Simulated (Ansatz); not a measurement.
`C[Si](C)(C)[Si](C)(C)[Si](C)(C)[Si](C)(C)[Si](C)(C)C`. Charge 0, multiplicity 1. Geometry PBE-D4/def2-SVP.

Cartesian coordinates in Å:
```
C -3.912 3.370 -0.404
Si -3.251 1.601 -0.642
C -3.661 1.020 -2.407
C -4.107 0.451 0.608
Si -0.920 1.580 -0.273
C -0.606 1.887 1.585
C -0.110 2.989 -1.278
Si -0.015 -0.467 -1.018
C -0.001 -0.428 -2.930
C -1.096 -1.939 -0.453
Si 2.211 -0.748 -0.276
C 3.144 -1.834 -1.546
C 3.090 0.946 -0.177
Si 2.331 -1.844 1.810
C 1.784 -3.654 1.600
C 4.139 -1.815 2.405
C 1.235 -1.019 3.126
H -5.012 3.409 -0.553
H -3.445 4.072 -1.126
H -3.695 3.743 0.619
H -3.139 1.638 -3.167
H -4.752 1.090 -2.603
H -3.356 -0.035 -2.561
H -3.753 -0.595 0.502
H -5.208 0.456 0.461
H -3.903 0.773 1.650
H -1.072 1.098 2.209
H 0.479 1.904 1.816
H -1.037 2.863 1.894
H -0.526 3.974 -0.980
H 0.987 3.018 -1.115
H -0.291 2.858 -2.364
H 0.636 0.400 -3.304
H 0.402 -1.377 -3.340
H -1.023 -0.283 -3.338
H -2.113 -1.870 -0.891
H -1.201 -1.961 0.651
H -0.652 -2.904 -0.773
H 3.150 -1.358 -2.548
H 4.199 -1.992 -1.236
H 2.666 -2.830 -1.646
H 4.149 0.822 0.132
H 3.079 1.459 -1.161
H 2.596 1.613 0.559
H 1.883 -4.207 2.558
H 2.404 -4.174 0.842
H 0.725 -3.720 1.277
H 4.809 -2.306 1.669
H 4.498 -0.775 2.548
H 4.248 -2.348 3.373
H 0.168 -1.034 2.826
H 1.523 0.039 3.292
H 1.324 -1.552 4.096
```

Single mean-field runs in def2-SVP, def2-TZVP are fitted with def2-universal-jkfit.

(1) Estimate the orbital energies around the gap (eV) in Ansatz with PBE-D4/def2-SVP, PBE-D4/def2-TZVP, r2SCAN-D4/def2-TZVP, PBE0-D4/def2-SVP, PBE0-D4/def2-TZVP.

Results:

(1) 
| orbital | PBE-D4/def2-SVP | PBE-D4/def2-TZVP | r2SCAN-D4/def2-TZVP | PBE0-D4/def2-SVP | PBE0-D4/def2-TZVP |
| --- | --- | --- | --- | --- | --- |
| HOMO−9 | -7.30 | -7.38 | -7.67 | -8.66 | -8.68 |
| HOMO−8 | -7.11 | -7.18 | -7.47 | -8.45 | -8.47 |
| HOMO−7 | -7.08 | -7.15 | -7.44 | -8.42 | -8.44 |
| HOMO−6 | -7.02 | -7.09 | -7.38 | -8.36 | -8.39 |
| HOMO−5 | -6.92 | -7.00 | -7.28 | -8.25 | -8.28 |
| HOMO−4 | -6.86 | -6.94 | -7.22 | -8.18 | -8.21 |
| HOMO−3 | -6.31 | -6.39 | -6.65 | -7.53 | -7.56 |
| HOMO−2 | -6.16 | -6.24 | -6.49 | -7.36 | -7.39 |
| HOMO−1 | -5.75 | -5.83 | -6.05 | -6.89 | -6.92 |
| HOMO | -5.12 | -5.19 | -5.37 | -6.16 | -6.18 |
| LUMO | -0.47 | -0.77 | -0.58 | 0.24 | -0.01 |
| LUMO+1 | -0.32 | -0.65 | -0.43 | 0.43 | 0.13 |
| LUMO+2 | 0.14 | -0.31 | 0.15 | 0.93 | 0.45 |
| LUMO+3 | 0.34 | -0.04 | 0.34 | 1.13 | 0.76 |
| LUMO+4 | 0.58 | 0.18 | 0.49 | 1.39 | 1.00 |
| LUMO+5 | 0.81 | 0.32 | 0.91 | 1.62 | 1.12 |
